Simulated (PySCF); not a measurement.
# Hartree-Fock beside MP2: BH3NOSi anion

All numbers below are calculated, not measured. They come from PySCF 2.14.0, an open-source quantum chemistry program, on an isolated molecule that a program drew, which may never have been made. The molecule is BH3NOSi anion (charge -1, singlet), drawn as the SMILES string `O=BN[SiH2-]`.

The geometry was optimised and harmonic frequencies were computed with HF and MP2, all in the aug-cc-pV(D+d)Z basis, for the commonest isotopes, with a restricted reference for singlets and an unrestricted one otherwise, and a frozen core in MP2. Each result is a local minimum of its method.

Geometry at the HF minimum:
```xyz
7
BH3NOSi anion, angstrom
O    -0.6159    0.3847   -2.5805
B    -0.5469   -0.3604   -1.6214
N    -0.4881   -1.2084   -0.5570
Si    0.6380   -1.1733    0.9635
H    -1.1346   -1.9685   -0.5731
H     1.9704   -0.9653    0.2361
H     0.4535    0.3028    1.3302
```

Lengths of the bonds as drawn, in Å (atoms numbered as above):
| bond | HF | MP2 |
|---|---|---|
| O1-B2 | 1.216 | 1.251 |
| B2-N3 | 1.362 | 1.382 |
| N3-Si4 | 1.892 | 1.912 |
| N3-H5 | 0.998 | 1.014 |
| Si4-H6 | 1.532 | 1.535 |
| Si4-H7 | 1.532 | 1.535 |

Rotational constants, in GHz:
| constant | HF | MP2 |
|---|---|---|
| A | 29.18 | 27.18 |
| B | 2.604 | 2.57 |
| C | 2.45 | 2.405 |

Harmonic frequencies in cm^-1, each column in rising order, so a row needn't be the same motion in every method:
| rank | HF | MP2 |
|---|---|---|
| 1 | 98 | 96 |
| 2 | 158 | 141 |
| 3 | 306 | 258 |
| 4 | 473 | 448 |
| 5 | 600 | 533 |
| 6 | 650 | 598 |
| 7 | 804 | 756 |
| 8 | 885 | ? |
| 9 | 1049 | 996 |
| 10 | 1078 | 1003 |
| 11 | 1286 | 1172 |
| 12 | 1980 | 1904 |
| 13 | 2007 | 1967 |
| 14 | 2065 | 1989 |
| 15 | 3837 | 3648 |

**Estimate the missing MP2 frequency from the HF column.**

A single factor s that minimises the squared misfit of MP2 against s times HF over the other rows is sum(HF x MP2) / sum(HF^2) = 0.9529, with an rms misfit of 27 cm^-1. For rank 8 it gives 0.9529 x 885 = 843 cm^-1. The calculation gives 818 cm^-1, 25 cm^-1 below the estimate. The drawn bonds are on average 1.2 % longer in MP2 than in HF.
